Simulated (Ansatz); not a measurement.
Basis sets compared for Zn(NH2)2 (ZnN₂H₄). The state is a singlet with charge 0. Geometry PBE-D4/def2-TZVP. Ansatz on 4 threads of Intel Xeon on a shared host; times are rough, and most runs start from earlier orbitals.

```tsv
atom	x (Å)	y (Å)	z (Å)
Zn1	0.033	0.026	0.030
N2	-0.925	-0.258	1.557
H3	-1.901	-0.519	1.412
H4	-0.522	-0.936	2.205
N5	1.149	0.430	-1.357
H6	1.135	1.405	-1.657
H7	1.031	-0.148	-2.190
```

The 6-31G sets use Cartesian d functions. B3LYP takes the VWN-RPA correlation.

Binding counts from free atoms (Zn singlet, N quartet, H doublet) in the same basis, without a counterpoise term.

| level | functions | energy (Eh) | HOMO (eV) | LUMO (eV) | binding per atom (eV) | wall time |
| --- | --- | --- | --- | --- | --- | --- |
| HF/STO-3G | 32 | -1867.0702 | -4.06 | 6.86 | 2.29 | 0.77 s |
| HF/6-31G | 55 | -1888.6799 | -9.89 | 2.20 | 1.69 | 1.5 s |
| HF/def2-TZVP | 134 | -1889.0796 | -10.11 | 1.87 | 1.82 | 2.9 s |
| PBE-D4/def2-SVP | 79 | -1890.5585 | -4.80 | -0.77 | 3.02 | 2.2 s |
| PBE-D4/def2-TZVP | 134 | -1890.9729 | -5.49 | -1.17 | 3.03 | 2.6 s |
| r2SCAN-D4/def2-TZVP | 134 | -1891.2945 | -5.74 | -0.79 | 2.95 | 4 s |
| B3LYP-D4/6-31G | 55 | -1891.0134 | -6.12 | -0.44 | 2.94 | 2.7 s |
| B3LYP-D4/def2-TZVP | 134 | -1891.4300 | -6.59 | -0.71 | 2.96 | 4.2 s |
| PBE0-D4/def2-SVP | 79 | -1890.5916 | -6.27 | -0.02 | 2.92 | 2.9 s |
| PBE0-D4/def2-TZVP (with forces) | 134 | -1890.9926 | -6.82 | -0.39 | 2.94 | 5.5 s |

Question: Estimate the rows for PBE-D4/def2-TZVPD, r2SCAN-D4/def2-TZVPD, PBE0-D4/def2-TZVPD.

Answer: 
```tsv
level	functions	energy (Eh)	HOMO (eV)	LUMO (eV)	binding per atom (eV)	wall time
PBE-D4/def2-TZVPD	161	-1890.9766	-5.59	-1.31	3.05	3.5 s
r2SCAN-D4/def2-TZVPD	161	-1891.2972	-5.82	-0.90	2.96	4.9 s
PBE0-D4/def2-TZVPD	161	-1890.9957	-6.90	-0.54	2.95	4.2 s
```
